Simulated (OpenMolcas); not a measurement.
# S II: Slater's ratio, worked from levels

```
Program             : OpenMolcas 26.06
Basis               : ANO-RCC-VQZP [6s5p3d2f1g]
Scalar Hamiltonian  : DKH2, point nucleus
Active space        : 3 electrons in 3 orbitals (3p)
State averaging     : 2S+1 = 4 odd, 1 root; 2S+1 = 2 odd, 8 roots
Spin-orbit coupling : state interaction with AMFI integrals over the reference wave functions, term energies averaged over their components
```

Methods: CASSCF; SS-CASPT2, IPEA 0.25 Eh, imaginary shift 0.1 Eh (closed shells correlated: 2s 2p 3s). Measured levels: NIST Handbook of Basic Atomic Spectroscopic Data.

**Slater's ratio.** With one set of orbitals, p3 has ²D° - ⁴S° = 9 F2 and ²P° - ²D° = 6 F2 (F2 = F²/25), a ratio of 2/3. Term energies are centres of gravity, weighted by 2J + 1.

```
   Source  ²D° - ⁴S°  ²P° - ⁴S°  F2 from the first  Ratio
   CASSCF      19240      31916               2138  0.659
SS-CASPT2      15041      25689               1671  0.708
 measured      14872      24556               1652  0.651
```

Energies in cm-1. A ratio away from 2/3 shows effects beyond one configuration with one set of orbitals, and in heavier atoms second-order spin-orbit shifts.

CASPT2 does not keep the components of a term degenerate, so their means are used; among the terms shown or strongly mixed into the levels shown the widest spread is 240 cm-1 (3s² 3p³ ²D°, SS-CASPT2). With the s shell closed, the reference lacks s² → p² mixing. Without dynamic correlation excited terms often stand tens of per cent too high (terms of higher spin than the ground term too low), and those without a measured partner can miss by more than the paired ones (holds for CASSCF). Computed and measured levels are paired by configuration, term and J; levels that our copy of the source lacks, or whose pairing is in doubt (as where it misses far off the trend of its configuration), stay unpaired and out of the deviations. Only configurations of the active space appear.

° marks odd parity.
